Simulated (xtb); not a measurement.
xtb input (GFN2-xTB):

```bash
xtb mol.xyz --gfn 2 --sp --chrg -1 --uhf 0
```
mol.xyz:
```
11

N      1.66261628     0.78916988    -0.35591887
Si     1.06135706    -0.96065219    -0.31263894
Si    -1.20847244    -0.34583963     0.22427552
N     -1.24849657     1.41854367     0.34807766
H      1.89883183     1.20077605     0.53921455
H      2.45684985     0.90297665    -0.97039489
H      1.39328973    -1.31964806     1.14912809
H     -2.24069614    -0.74969026    -0.81205938
H     -1.86626303    -0.89934659     1.46812107
H     -2.06756995     1.90655331     0.01326814
H     -0.41366481     1.79526932    -0.09530146
```

Output:

```
           -------------------------------------------------
          |                Calculation Setup                |
           -------------------------------------------------

           -------------------------------------------------
          |                 G F N 2 - x T B                 |
           -------------------------------------------------

        Reference                      10.1021/acs.jctc.8b01176
      * Hamiltonian:
        H0-scaling (s, p, d)           1.850000    2.230000    2.230000
        zeta-weighting                 0.500000
      * Dispersion:
        s8                             2.700000
        a1                             0.520000
        a2                             5.000000
        s9                             5.000000
      * Repulsion:
        kExp                           1.500000    1.000000
        rExp                           1.000000
      * Coulomb:
        alpha                          2.000000
        third order                    shell-resolved
        anisotropic                    true
        a3                             3.000000
        a5                             4.000000
        cn-shift                       1.200000
        cn-exp                         4.000000
        max-rad                        5.000000

          ...................................................
          :                      SETUP                      :
          :.................................................:
          :  # basis functions                  35          :
          :  # atomic orbitals                  33          :
          :  # shells                           17          :
          :  # electrons                        26          :
          :  max. iterations                   250          :
          :  Hamiltonian                  GFN2-xTB          :
          :  restarted?                      false          :
          :  GBSA solvation                  false          :
          :  PC potential                    false          :
          :  electronic temp.          300.0000000     K    :
          :  accuracy                    1.0000000          :
          :  -> integral cutoff          0.2500000E+02      :
          :  -> integral neglect         0.1000000E-07      :
          :  -> SCF convergence          0.1000000E-05 Eh   :
          :  -> wf. convergence          0.1000000E-03 e    :
          :  Broyden damping             0.4000000          :
          :  net charge                         -1          :
          :  unpaired electrons                  0          :
          ...................................................

 iter      E             dE          RMSdq      gap      omega  full diag
   1    -12.9925063 -0.129925E+02  0.674E+00    3.01       0.0  T
   2    -13.0868452 -0.943389E-01  0.777E+00    2.44       1.0  T
   3    -13.1031759 -0.163307E-01  0.649E+00    2.75       1.0  T
   4    -13.0786603  0.245156E-01  0.372E+00    2.59       1.0  T
   5    -13.1100961 -0.314359E-01  0.117E+00    3.13       1.0  T
   6    -13.1101673 -0.711885E-04  0.460E-01    3.15       1.0  T
   7    -13.1102100 -0.427228E-04  0.105E-01    3.15       1.0  T
   8    -13.1102141 -0.401597E-05  0.712E-02    3.15       1.0  T
   9    -13.1102159 -0.187770E-05  0.155E-02    3.15       1.9  T
  10    -13.1102158  0.126232E-06  0.982E-03    3.15       3.1  T
  11    -13.1102160 -0.167290E-06  0.251E-03    3.15      12.0  T
  12    -13.1102160 -0.162903E-08  0.125E-03    3.15      24.1  T
  13    -13.1102160 -0.345052E-09  0.319E-04    3.15      94.6  T
  14    -13.1102160 -0.380886E-10  0.206E-04    3.15     146.4  T

   *** convergence criteria satisfied after 14 iterations ***

         #    Occupation            Energy/Eh            Energy/eV
      -------------------------------------------------------------
         1        2.0000           -0.5012133             -13.6387
       ...           ...                  ...                  ...
         7        2.0000           -0.2564140              -6.9774
         8        2.0000           -0.2312270              -6.2920
         9        2.0000           -0.2225770              -6.0566
        10        2.0000           -0.1939368              -5.2773
        11        2.0000           -0.1666300              -4.5342
        12        2.0000           -0.1458885              -3.9698
        13        2.0000           -0.0904402              -2.4610 (HOMO)
        14                          0.0254549               0.6927 (LUMO)
        15                          0.0310568               0.8451
        16                          0.0503281               1.3695
        17                          0.0686443               1.8679
        18                          0.0950213               2.5857
       ...                                ...                  ...
        33                          0.9079467              24.7065
      -------------------------------------------------------------
                  HL-Gap            0.1158951 Eh            3.1537 eV
             Fermi-level           -0.0324926 Eh           -0.8842 eV

 SCC (total)                   0 d,  0 h,  0 min,  0.010 sec
 SCC setup                      ...        0 min,  0.000 sec (  0.818%)
 Dispersion                     ...        0 min,  0.000 sec (  0.420%)
 classical contributions        ...        0 min,  0.000 sec (  0.168%)
 integral evaluation            ...        0 min,  0.001 sec ( 10.308%)
 iterations                     ...        0 min,  0.007 sec ( 73.039%)
 molecular gradient             ...        0 min,  0.001 sec ( 14.621%)
 printout                       ...        0 min,  0.000 sec (  0.545%)

         :::::::::::::::::::::::::::::::::::::::::::::::::::::
         ::                     SUMMARY                     ::
         :::::::::::::::::::::::::::::::::::::::::::::::::::::
         :: total energy             -12.999294617646 Eh    ::
         :: gradient norm              0.046794373123 Eh/a0 ::
         :: HOMO-LUMO gap              3.153664965196 eV    ::
         ::.................................................::
         :: SCC energy               -13.110205992849 Eh    ::
         :: -> isotropic ES            0.153114641808 Eh    ::
         :: -> anisotropic ES         -0.006440337632 Eh    ::
         :: -> anisotropic XC         -0.003218409070 Eh    ::
         :: -> dispersion             -0.009893704562 Eh    ::
         :: repulsion energy           0.110911375204 Eh    ::
         :: add. restraining           0.000000000000 Eh    ::
         :: total charge              -1.000000000000 e     ::
         :::::::::::::::::::::::::::::::::::::::::::::::::::::

           -------------------------------------------------
          |                Property Printout                |
           -------------------------------------------------

    * Orbital Energies and Occupations

         #    Occupation            Energy/Eh            Energy/eV
      -------------------------------------------------------------
         1        2.0000           -0.5012133             -13.6387
         2        2.0000           -0.4147992             -11.2873
         3        2.0000           -0.3899154             -10.6101
         4        2.0000           -0.3572359              -9.7209
         5        2.0000           -0.3277561              -8.9187
         6        2.0000           -0.3067307              -8.3466
         7        2.0000           -0.2564140              -6.9774
         8        2.0000           -0.2312270              -6.2920
         9        2.0000           -0.2225770              -6.0566
        10        2.0000           -0.1939368              -5.2773
        11        2.0000           -0.1666300              -4.5342
        12        2.0000           -0.1458885              -3.9698
        13        2.0000           -0.0904402              -2.4610 (HOMO)
        14                          0.0254549               0.6927 (LUMO)
        15                          0.0310568               0.8451
        16                          0.0503281               1.3695
        17                          0.0686443               1.8679
        18                          0.0950213               2.5857
        19                          0.1699323               4.6241
        20                          0.1877795               5.1097
        21                          0.2033426               5.5332
        22                          0.2331731               6.3450
        23                          0.2632334               7.1629
        24                          0.2852265               7.7614
       ...                                ...                  ...
        33                          0.9079467              24.7065
      -------------------------------------------------------------
                  HL-Gap            0.1158951 Eh            3.1537 eV
             Fermi-level           -0.0324926 Eh           -0.8842 eV

     #   Z          covCN         q      C6AA      α(0)
     1   7 N        2.531    -0.511    33.694     8.621
     2  14 Si       2.595     0.106   193.814    30.557
     3  14 Si       3.518     0.351   103.760    19.673
     4   7 N        2.538    -0.461    32.164     8.423
     5   1 H        0.860     0.058     2.237     2.343
     6   1 H        0.860     0.043     2.422     2.438
     7   1 H        0.885    -0.280    19.466     6.906
     8   1 H        0.898    -0.268    17.699     6.583
     9   1 H        0.901    -0.217    12.173     5.459
    10   1 H        0.860     0.074     2.052     2.244
    11   1 H        0.862     0.103     1.768     2.083

 Mol. C6AA /au·bohr⁶  :       2797.437138
 Mol. C8AA /au·bohr⁸  :     100185.934560
 Mol. α(0) /au        :         95.328780

Wiberg/Mayer (AO) data.
largest (>0.10) Wiberg bond orders for each atom

 ---------------------------------------------------------------------------
     #   Z sym  total        # sym  WBO       # sym  WBO       # sym  WBO
 ---------------------------------------------------------------------------
     1   7 N    2.928 --     6 H    1.006     5 H    0.997     2 Si   0.862
     2  14 Si   2.809 --     3 Si   1.031     7 H    0.864     1 N    0.862
     3  14 Si   3.757 --     2 Si   1.031     4 N    0.982     9 H    0.858
                             8 H    0.839
     4   7 N    3.051 --    10 H    0.994    11 H    0.987     3 Si   0.982
     5   1 H    0.997 --     1 N    0.997
     6   1 H    0.998 --     1 N    1.006
     7   1 H    0.921 --     2 Si   0.864
     8   1 H    0.928 --     3 Si   0.839
     9   1 H    0.953 --     3 Si   0.858
    10   1 H    0.994 --     4 N    0.994
    11   1 H    0.989 --     4 N    0.987
 ---------------------------------------------------------------------------

Topologies differ in total number of bonds
Writing topology from bond orders to xtbtopo.mol

molecular dipole:
                 x           y           z       tot (Debye)
 q only:        0.091      -0.151      -0.709
   full:       -0.115       1.123      -0.098       2.880
molecular quadrupole (traceless):
                xx          xy          yy          xz          yz          zz
 q only:       -7.901      -1.365       3.547      -0.065       2.423       4.354
  q+dip:       -3.868       1.248      -0.689       2.686      -0.920       4.557
   full:       -4.195       3.117       1.448       4.147      -2.550       2.747

           -------------------------------------------------
          | TOTAL ENERGY              -12.999294617646 Eh   |
          | GRADIENT NORM               0.046794373123 Eh/α |
          | HOMO-LUMO GAP               3.153664965196 eV   |
           -------------------------------------------------

------------------------------------------------------------------------
Note: The following floating-point exceptions are signalling: IEEE_UNDERFLOW_FLAG IEEE_DENORMAL
normal termination of xtb
------------------------------------------------------------------------
 total:
 SCF:
```

It need not be the lowest isomer of its formula. Whether it binds its extra electron was not tested at this geometry.
